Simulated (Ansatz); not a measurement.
Molecule: C2H4N, net charge 0, doublet state. It need not be the lowest isomer of its formula. 
Structure (B3LYP-D3(BJ)/def2-TZVP (Ansatz, a quantum-chemistry and plane-wave program) minimum search):
```
N
C 1 1.3156
C 1 1.3156 2 119.76
H 2 1.0827 1 118.95 3 -180.00
H 3 1.0827 1 118.95 2 -180.00
H 3 1.0937 5 118.71 1 -180.00
H 2 1.0937 4 118.71 1 -180.00
```
Charge 0, spin multiplicity 2.

Parts of the frozen-core correlation energy in cc-pwCVTZ (Ansatz, hartree). Frozen orbitals: 3; correlated occupied orbitals by spin: 9 and 8; virtual: 173 and 174. Open shells are spin-unrestricted. No spin-orbit coupling. Non-relativistic.

```
term                            value
-------------------------  ----------
reference (HF)             -132.50662
MP2 opposite-spin            -0.37728
MP2 same-spin                       ?
CCSD correlation                    ?
(T)                                 ?
T1 diagnostic                   0.031
largest doubles amplitude       0.089
<S^2> of the reference          0.963
```

Q: Some entries are withheld; supply them.

A: 
- MP2 same-spin, value: -0.11663
- CCSD correlation, value: -0.53215
- (T), value: -0.02330
